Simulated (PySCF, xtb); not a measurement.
SrF, SMILES [F][Sr+], charge +1.

Harmonic wavenumbers (cm⁻¹) from GFN2-xTB run with xtb at its own minimum, in rising order: 283.

What does PySCF with B3LYP-D3(BJ)/def2-TZVPD give at its own minimum? (An estimate is asked for; the answer gives what the named calculation found.)

573. Paired by order, the mean absolute difference is 290 cm⁻¹ and the zero-point energies are 0.4 and 0.8 kcal/mol.
